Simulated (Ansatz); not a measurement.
Born–Oppenheimer molecular dynamics of FH5Sn (7 atoms, charge 0, multiplicity 1). It starts at the highest image of a converged band. Of that band: A vibrational analysis at the climbing image gives 2 clearly imaginary modes (970i, 153i cm⁻¹): a point of higher order, so a lower path passes nearby.

Method: Ansatz, RKS PBE-D4/def2-SVP.

| Quantity | Value |
| --- | --- |
| ensemble | NVE (velocity Verlet) |
| time step | 0.5 fs |
| steps asked | 200 |
| starting velocities drawn for | 300 K |
| seed | 9390 |

First frame:

```xyz
7
Properties=species:S:1:pos:R:3
Sn -0.207 0.000 -0.155
H -0.029 0.000 1.941
H 1.526 0.000 -0.023
H -0.707 1.473 -0.888
H -0.707 -1.473 -0.888
F -2.019 0.000 1.121
H -0.998 0.000 1.821
```

Question: How far do the bonds stretch over the last three quarters of this one trajectory? (Pairs bonded in most of those frames.)

Answer: 
```json
{"bond": "Sn1–H3", "mean (Å)": "1.733", "spread (Å)": "0.032", "shortest": "1.68", "longest": "1.78"}
{"bond": "Sn1–H4", "mean (Å)": "1.728", "spread (Å)": "0.022", "shortest": "1.69", "longest": "1.76"}
{"bond": "Sn1–H5", "mean (Å)": "1.730", "spread (Å)": "0.009", "shortest": "1.71", "longest": "1.75"}
{"bond": "Sn1–F6", "mean (Å)": "1.996", "spread (Å)": "0.127", "shortest": "1.81", "longest": "2.18"}
{"bond": "H2–H7", "mean (Å)": "0.769", "spread (Å)": "0.013", "shortest": "0.75", "longest": "0.79"}
```

Mean temperature of the second half: 1574 K. The conserved energy stayed within 0.057 meV per atom of its start (net change 0.01 meV per atom), so the integration is sound. The kinetic energy rose, since the run started high on the potential surface and went downhill. It ends in pieces (FH3Sn + H2), so much of that is their flight and rotation, not heat. A run of 0.1 ps of so small a system gives no equilibrium averages. The orbitals stay closed-shell, which can raise the energy where a bond breaks towards radicals; this wasn't checked here.

Time of the run: 3.4 min on 1 thread of Arm Neoverse V2, with other jobs on the host, peak memory 0.11 GiB.
